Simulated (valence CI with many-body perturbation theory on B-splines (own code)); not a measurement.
**E1 line list for Cs24+**

Computed by relativistic CI+MBPT: three valence electrons over a frozen Dirac-Fock core [Ar] 3d10, radial functions for each j: 11 s, 11 p, 10 d, 8 f, 5 g, 2 h, with the one-electron correlation potential Σ1, the two-electron term Σ2, the three-electron term Σ3, Breit, model QED; selected CI, second order for the rest, scaled by the run's own slope (own B-spline code, finite nucleus).

No measured levels were compared; by estimate levels hold to about 250 cm⁻¹ or 0.2 % of their energy and the worst to 1 %, as in measured heavy ions of charge 2 to 7; those with d or f electrons hold less well.

Lines 1 to 50 of 567 in falling wavelength, among levels below 2918300 cm⁻¹, chosen from the strongest by gf and those to the six lowest levels. Wavelengths and rates use the calculated energies, so an error of 2000 cm⁻¹ moves a line at 476.1 Å by 0.95 % and its rate by three times that or more. Electric multipoles are in the length gauge with retardation, E1 and E2 with the static RPA response of the core. Weak lines are less certain than strong ones. Lines between different terms over intervals too small for the method are left out, as are lines whose strength nearly cancels. Where a level lies close to another of its J and parity, the split of strength between their lines is uncertain. The highest levels of a list are the least certain.

Names give the largest LS component (configuration and term), which can be under half, so a name can repeat, a term be missing and a line seem to break the LS rules; names also repeat where a configuration has a term twice. Letters in brackets count levels of one name in rising energy.

```csv
λ vac (Å),Upper,Lower,A (s⁻¹),S (a.u.)
476.1,4s2.5p 2P°_1/2,4s2.5s 2S_1/2,5.58e+09,5.94e-01
382.5,4s.4p2 4P_1/2,4s2.4p 2P°_3/2,7.88e+07,4.35e-03
363.2,4s2.5p 2P°_3/2,4s2.5s 2S_1/2,1.18e+10,1.11e+00
280.6,4p2.4f 2H°_11/2,4s.4p.4f 2G_9/2 [a],2.20e+09,2.88e-01
272.6,4s.4p2 4P_3/2,4s2.4p 2P°_3/2,4.36e+08,1.74e-02
267.9,4p3 2D°_5/2,4s.4p2 2P_3/2,5.00e+09,2.85e-01
267.0,4p.4d2 2H°_9/2,4s.4d2 2G_7/2,2.71e+09,2.55e-01
254.3,4p2.4d 2G_9/2,4s.4p.4d 2F°_7/2 [a],3.97e+09,3.22e-01
250.1,4p.4d2 2H°_9/2,4s.4d2 2G_9/2,3.36e+09,2.60e-01
247.9,4s.4p2 4P_5/2,4s2.4p 2P°_3/2,3.36e+09,1.51e-01
242.2,4p2.4f 2G°_7/2,4s.4p.4f 2F_7/2 [a],4.88e+09,2.74e-01
240.1,4s.4p2 4P_1/2,4s2.4p 2P°_1/2,4.64e+09,6.34e-02
229.6,4p.4d2 4G°_5/2 [a],4s.4p.4f 4F_3/2,6.72e+09,2.41e-01
226.9,4p3 2P°_3/2 [a],4s.4p2 2D_3/2,5.58e+09,1.29e-01
224.8,4p2.4d 2D_5/2 [b],4s.4p.4d 2F°_7/2 [b],8.26e+09,2.78e-01
222.8,4p2.4f 4G°_9/2,4s.4p.4f 4F_9/2,5.55e+09,3.03e-01
221.6,4p2.4d 2P_3/2 [b],4s.4p.4d 2D°_5/2 [a],1.00e+10,2.15e-01
220.8,4p.4d2 4G°_9/2 [a],4s.4d2 4F_9/2,7.21e+09,3.83e-01
220.7,4p2.4d 4D_5/2,4s.4p.4d 2D°_5/2 [a],6.47e+09,2.06e-01
220.4,4p2.4f 4G°_7/2 [a],4s.4p.4f 4D_7/2,8.11e+09,3.43e-01
220.3,4p2.4f 4G°_7/2 [b],4s.4p.4f 4F_7/2,5.96e+09,2.52e-01
220.1,4p.4d2 4D°_7/2 [a],4s.4d2 4F_9/2,8.14e+09,3.43e-01
218.3,4p2.4f 2H°_11/2,4s.4p.4f 4G_11/2,6.56e+09,4.04e-01
215.9,4s.4p2 2D_3/2,4s2.4p 2P°_3/2,2.51e+09,4.99e-02
214.1,4p2.4f 4G°_7/2 [a],4s.4p.4f 4G_9/2,1.29e+10,5.00e-01
214.0,4p2.4f 2F°_7/2,4s.4p.4f 4F_9/2,7.44e+09,2.88e-01
211.3,4p.4d2 2G°_7/2 [b],4s.4p.4f 2G_9/2 [b],5.26e+09,1.96e-01
211.2,4p3 4S°_3/2,4s.4p2 2D_5/2,1.25e+10,2.32e-01
210.5,4p2.4f 4F°_7/2 [a],4s.4d2 2G_9/2,7.37e+09,2.72e-01
209.3,4p2.4d 4F_5/2,4s.4p.4d 4D°_3/2,7.05e+09,1.91e-01
208.9,4p2.4f 2G°_9/2 [a],4s.4p.4f 4G_11/2,1.03e+10,4.65e-01
208.6,4p3 2D°_5/2,4s.4p2 2D_5/2,1.21e+10,3.26e-01
206.9,4p2.4d 4F_7/2,4s.4p.4d 4F°_9/2,1.69e+10,5.92e-01
205.2,4p2.4d 4F_5/2,4s.4p.4d 4F°_7/2,2.06e+10,5.26e-01
205.1,4p2.4d 4F_3/2,4s.4p.4d 4F°_5/2,1.79e+10,3.04e-01
204.2,4p2.4f 4F°_7/2 [a],4s.4d2 4F_9/2,5.98e+09,2.01e-01
202.6,4s.4p2 2P_1/2,4s2.4p 2P°_3/2,6.31e+09,5.18e-02
199.8,4p3 2P°_3/2 [a],4s.4p2 4P_5/2,2.72e+10,4.29e-01
199.6,4p.4d2 4G°_11/2,4s.4p.4f 4F_9/2,3.94e+09,1.85e-01
199.1,4p2.4d 2G_9/2,4s.4p.4d 4F°_9/2,1.45e+10,5.64e-01
195.5,4p2.4d 4F_9/2,4s.4p.4d 2F°_7/2 [b],9.96e+09,3.67e-01
194.4,4p2.4d 2D_5/2 [a],4s.4p.4d 4D°_7/2,1.64e+10,3.56e-01
191.7,4p2.4d 4P_3/2,4s.4p.4d 4D°_5/2,1.37e+10,1.91e-01
191.6,4s.4p2 4P_3/2,4s2.4p 2P°_1/2,1.25e+08,1.74e-03
188.6,4p2.4d 4F_9/2,4s.4p.4d 2F°_7/2 [a],7.50e+09,2.48e-01
186.2,4p3 2P°_3/2 [a],4s.4p2 4P_3/2,8.82e+09,1.12e-01
183.9,4s.4p.4f 2F_7/2 [a],4s2.4f 2F°_7/2,7.24e+09,1.78e-01
182.7,4p2.4f 2G°_7/2,4s.4p.4f 2G_7/2 [a],8.81e+09,2.12e-01
182.3,4p2.4d 2D_5/2 [d],4s.4p.4d 2P°_3/2 [a],1.07e+10,1.92e-01
181.9,4s.4p2 2D_5/2,4s2.4p 2P°_3/2,9.41e+09,1.68e-01
```
